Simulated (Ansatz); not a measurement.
```xyz
2

B     0.0367   -0.1460   -0.9031
F     0.0514    0.1358    0.5440
```

Basis set: 6-31G (spherical functions). Frozen core: 2 orbitals. Charge 0, multiplicity 1.

Computed with Ansatz (development build ahead of 0.2.0); each method stands on the lowest determinant of its kind that the runs found. Restricted open shells among the atoms or ions are ROHF, correlated in semicanonical orbitals with singles.

The atomization energy at this shape (free ground-state atoms in the same class of orbitals less the molecule, no zero-point energy) of singlet BF:

```
 method  atomization energy
RHF-MP2             6.43 eV
```

Problem. What does RHF give?

Solution. 4.52 eV. Caution: the shape is not the minimum.

This basis has no polarisation functions and is too small for such energies, which can lie far from measured ones in either direction.
